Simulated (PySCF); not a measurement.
PySCF input for In(OH) (HInO), SMILES [OH][In] (connectivity only; charge and spin as stated), neutral, multiplicity 1, C-PCM-PBE0/def2-TZVPD. The structure is a stationary point at B3LYP-D3(BJ)/def2-TZVP. The geometry has at least one imaginary mode, so it is a saddle point at that level. The def2 effective core potentials stand for the cores of In; spin–orbit coupling is left out.

```python
import numpy as np
from pyscf import gto, scf, dft
from pyscf.solvent import pcm

mol = gto.M(
    atom='''
    In    0.00000000    0.00000000    0.32732057
    O     0.00000000    0.00000000   -1.67573986
    H     0.00000000    0.00000000   -2.63278887
    ''',
    basis='def2-TZVPD',
    ecp={'In': 'def2-tzvp'},
    charge=0,
    spin=0,
    max_memory=1600,
    verbose=3,
)
mf = dft.RKS(mol, xc='pbe0').density_fit(auxbasis='def2-universal-jkfit')
mf.grids.level = 3
mf.conv_tol = 1e-9
mf.max_cycle = 100
mf.kernel()
res = {}
for name, eps in {'water': 78.355, 'chloroform': 4.7113, 'methanol': 32.613}.items():
    s = mf.PCM()
    s.with_solvent.method, s.with_solvent.eps, s.with_solvent.lebedev_order = 'C-PCM', eps, 29
    s.kernel(mf.make_rdm1())
    res[name] = (s.e_tot, eps, s.dip_moment(), s.mo_energy, s.converged)
    print(f'{name}: electrostatic solvation free energy {(s.e_tot - mf.e_tot) * 627.509474:.3f} kcal/mol')
```

Program output:

```
converged SCF energy = -265.950145202016

WARN: PCM is an experimental feature. It is still in testing.
Features and APIs may be changed in the future.

converged SCF energy = -265.959495763136
Dipole moment(X, Y, Z, Debye):  0.00000, -0.00000,  1.80913
water: electrostatic solvation free energy -5.868 kcal/mol

WARN: PCM is an experimental feature. It is still in testing.
Features and APIs may be changed in the future.

converged SCF energy = -265.957440661068
Dipole moment(X, Y, Z, Debye): -0.00000,  0.00000,  1.65653
chloroform: electrostatic solvation free energy -4.578 kcal/mol

WARN: PCM is an experimental feature. It is still in testing.
Features and APIs may be changed in the future.

converged SCF energy = -265.95930728263
Dipole moment(X, Y, Z, Debye):  0.00000,  0.00000,  1.79449
methanol: electrostatic solvation free energy -5.749 kcal/mol
```

Self-consistency was reached.
